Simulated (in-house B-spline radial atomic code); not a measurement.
Configurations of Co VI (Co5+), with energies counted from [Ar] 3d4. All numbers are computed (non-relativistic CAM-B3LYP, spin-polarised, spherical fractional occupations, exact exchange averaged over the configuration; point nucleus) with an all-electron radial atomic-structure program (B-spline basis), not measured. Shells without spins written out take the highest spin.

Occupations are held fixed; configurations that lie above the ionisation limit could autoionise.

```json
{"configuration": "[Ar] 3d3 4p1", "E - E(ref) (eV)": "44.888", "highest orbital": "4p up", "its <r> (bohr)": "1.991"}
{"configuration": "[Ne] 3s2 3p5 3d5", "E - E(ref) (eV)": "51.907", "highest orbital": "3d up", "its <r> (bohr)": "0.8159"}
{"configuration": "[Ne] 3s2 3p5 3d4 4s1", "E - E(ref) (eV)": "87.902", "highest orbital": "4s up", "its <r> (bohr)": "1.834"}
```

Order these further configurations by energy, lowest first.
A. [Ne] 3s2 3p5 3d4 4p1
B. [Ne] 3s2 3p5 3d4 4f1
C. [Ar] 3d3 4s1
D. [Ar] 3d3 4f1

C (35.003 eV), D (71.902 eV), A (97.822 eV), B (124.97 eV).
